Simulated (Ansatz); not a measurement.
VO2F, SMILES [O]=[V](=[O])[F], multiplicity 1.

Geometry optimised at B3LYP-D3(BJ)/def2-SVP. The spin state was assumed, not searched.

Two levels are set side by side: PBE/def2-SVPD (Ansatz, a program for electronic structure) and CAM-B3LYP/def2-SVPD (Ansatz). Energy differences of separate SCF runs at the same geometry; the states with an electron removed or added have multiplicity 2 and 2. Differences are taken from unrounded values.

| quantity | CAM-B3LYP |
|---|---|
| vertical ionisation energy (eV) | 11.99 |
| vertical electron affinity (eV) | 2.82 |
| vertical singlet–triplet gap (eV) | 1.95 |

Q: What does PBE give, and how far is it from CAM-B3LYP? (Estimate from the structure and the level; the computed values follow.)

A: 
```tsv
quantity	PBE	PBE minus CAM-B3LYP
vertical ionisation energy (eV)	11.59	-0.39
vertical electron affinity (eV)	2.15	-0.67
vertical singlet–triplet gap (eV)	2.44	0.50
```
